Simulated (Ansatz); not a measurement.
Ge3O2. Total charge 0; triplet. Geometry B3LYP-D4/def2-SVP; atoms count from 1.

```xyz
5

Ge   -1.214   -0.191    1.009
Ge    0.680   -1.270   -0.675
Ge    0.534    1.460   -0.334
O    -0.771    0.073   -0.914
O     0.771   -0.073    0.914
```

At PBE0-D4/def2-TZVP a singlet of charge 0 lies 0.84 eV below the triplet, each at its own geometry. The structure comes from a short search, and lower isomers may exist.

Problem. Estimate the Mulliken populations from the PBE0/def2-TZVP orbitals of Ansatz.

Solution. 
```
atom  charge (e)  spin (α − β)
 Ge1        0.36          0.61
 Ge2        0.36          0.61
 Ge3        0.36          0.61
  O4       -0.54          0.08
  O5       -0.54          0.08
```
Mulliken values depend strongly on the basis.

Problem. Where does the spin sit?

Solution. Summed by element: Ge 1.84, O 0.16, of 2 unpaired in all. Largest on single atoms: Ge2 0.61, Ge1 0.61, Ge3 0.61.

Problem. And the Mayer bond orders between heavy atoms (over 0.3)?

Solution. Ge1–Ge2 0.34 (2.75 Å); Ge1–Ge3 0.34 (2.75 Å); Ge1–O4 0.63 (1.99 Å); Ge1–O5 0.63 (1.99 Å); Ge2–Ge3 0.34 (2.75 Å); Ge2–O4 0.63 (1.99 Å); Ge2–O5 0.63 (1.99 Å); Ge3–O4 0.63 (1.99 Å); Ge3–O5 0.63 (1.99 Å).
